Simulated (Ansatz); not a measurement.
`FC(S)[TeH]` + `N[AsH2]` → `N[AsH][TeH]` + `FCS` at 400 K and 1 bar (ligand exchange at a Te–C bond).

Calculated with Ansatz (gas phase, PBE0-D4/def2-TZVP geometries, no zero-point term in ΔE). CBS: MP2 limit from def2 TZ/QZ plus the TZ coupled-cluster correction, frozen cores. Elements past krypton have def2 core potentials. For As, Te outer-core shells are correlated without core-valence functions, which leaves a few kJ/mol of doubt a bond. Scalar relativity is left out up to krypton. Each species was taken in one conformer, which may not be the lowest.

```tsv
species	CCSD(T)/CBS energy (Eh)	H − E (kJ/mol)	S (J/(mol·K))
`FC(S)[TeH]`	-805.11844	120.6	366.0
`N[AsH2]`	-2292.09958	128.5	285.0
`N[AsH][TeH]`	-2559.85306	136.2	361.1
`FCS`	-537.40796	122.9	289.8
```

H − E and S are ideal-gas, rigid-rotor, harmonic terms from PBE0-D4/def2-TZVP, for one conformer and one mirror image of each species. 1 Eh = 2625.50 kJ/mol, R = 8.31446 J/(mol·K).

**Question.** By hand: ΔE, ΔH, ΔS and ΔG.

**Answer.** ΔE = (-2559.85306) + (-537.40796) − (-805.11844) − (-2292.09958) = -0.04300 Eh = -112.9 kJ/mol. Δ(H − E) = 136.2 + 122.9 − 120.6 − 128.5 = 10.0, so ΔH = -102.9 kJ/mol. ΔS = 361.1 + 289.8 − 366.0 − 285.0 = -0.1 J/(mol·K). ΔG = -102.9 − 400 × (-0.1)/1000 = -102.9 kJ/mol.

**Question.** By hand: the equilibrium constant, and the temperature at which ΔG would vanish if ΔH and ΔS stayed fixed.

**Answer.** log₁₀ K = −ΔG/(RT ln 10) = 13.4. ΔG = 0 at ΔH/ΔS = 1029000 K, far beyond where these terms or the molecules hold.

The number of gas molecules stays the same, so ΔS is small and ΔH decides. A doubt of 5 kJ/mol in ΔE shifts log₁₀ K by 0.7 here. Other conformers and mirror images would add mixing entropy, several J/(mol·K) or more a flexible species. These are equilibria of isolated gas molecules and say nothing of rates. Largest T1 diagnostic: 0.012 (customary marks: 0.02 for closed shells, 0.045 for open ones).
